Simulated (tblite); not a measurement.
Run record: tight-binding relaxation, `B[N](C)[GeH2][CH]1CC1`.

Computed with GFN2-xTB geometry optimisation, gas phase (tblite 0.8.0). Start geometry: from a force field or distance geometry. A driver script takes a list of jobs; this job's settings line and coordinates (Å) are shown.

Command:
```bash
OMP_NUM_THREADS=1 python probes_run.py task.json out
```

Input:
```
{"job": {"kind": "relax", "xc": "GFN2-xTB", "basis": "xTB"}, "charge": 0, "multiplicity": 1}
B     -2.818500     0.564600     0.834300
N     -1.647100    -0.342500     0.514400
C     -1.705500    -0.801500    -0.865100
Ge    -0.085200     0.672800     0.752300
C      1.485200    -0.469800     0.511700
C      1.996100    -0.507600    -0.926600
C      2.746700     0.296500     0.127400
H     -3.573000     0.283800     1.702900
H     -3.002100     1.553100     0.212200
H     -2.653200    -1.378400    -1.034400
H     -1.681600     0.054900    -1.584300
H     -0.870100    -1.484200    -1.084000
H     -0.060200     1.241200     2.210200
H     -0.058200     1.837400    -0.256100
H      1.642900    -1.384600     1.098900
H      1.445900     0.118300    -1.646100
H      2.501900    -1.454200    -1.203000
H      3.688700    -0.187100     0.472500
H      2.637500     1.396600     0.026600
```

Output:
```
step      E/eV     max force
  0    -563.48236    1.646
  1    -563.65956    0.974
  2    -563.76540    0.600
  3    -563.79719    0.395
  4    -563.83805    0.401
  5    -563.86096    0.440
  6    -563.88678    0.400
  7    -563.90156    0.377
  8    -563.92144    0.416
  9    -563.94491    0.499
... (131 lines left out)
141    -564.97337    0.034
142    -564.97354    0.033
143    -564.97368    0.033
144    -564.97381    0.027
145    -564.97397    0.028
146    -564.97405    0.028
147    -564.97415    0.027
148    -564.97429    0.017
149    -564.97431    0.014
150    -564.97433    0.010
```

«max force» is the largest atomic force in eV/Å.

**Question.** From which step on does the largest force stay under 0.1 eV/Å, and how much energy is left to gain from there?

**Answer.** From step 68 (0.096 eV/Å), 27.2 meV above the end.

Main results: energy lowered by 34.4 kcal/mol over 150 steps; largest atomic force 0.010 eV/Å at the end.

**Question.** Where do the atoms end?

**Answer.** 0.668 Å rms from the input after alignment:
```
atom  x, y, z in Å
B1    -2.7998    0.1398    1.0758
N2    -1.7162    0.1753    0.2108
C3    -1.7547   -0.4469   -1.1025
Ge4   -0.0772    0.9606    0.5818
C5     1.3615   -0.3698    0.4531
C6     2.0814   -0.5616   -0.8527
C7     2.7796    0.0976    0.2862
H8    -2.6916    0.6545    2.1234
H9    -3.7930   -0.3938    0.7506
H10   -2.7500   -0.8336   -1.3111
H11   -1.4909    0.2807   -1.8774
H12   -1.0388   -1.2729   -1.1587
H13   -0.1951    1.6163    1.9273
H14    0.1550    2.0115   -0.4887
H15    1.2246   -1.2621    1.0544
H16    1.7905    0.0564   -1.6918
H17    2.3829   -1.5602   -1.1342
H18    3.5618   -0.4441    0.7971
H19    2.9600    1.1615    0.2209
```

**Question.** How long does this job take on one thread of an Intel Xeon at 2.70 GHz, on a shared host?

**Answer.** About 1.5 s.
Labels such as C1 count atoms from 1, the log's own numbers from 0.
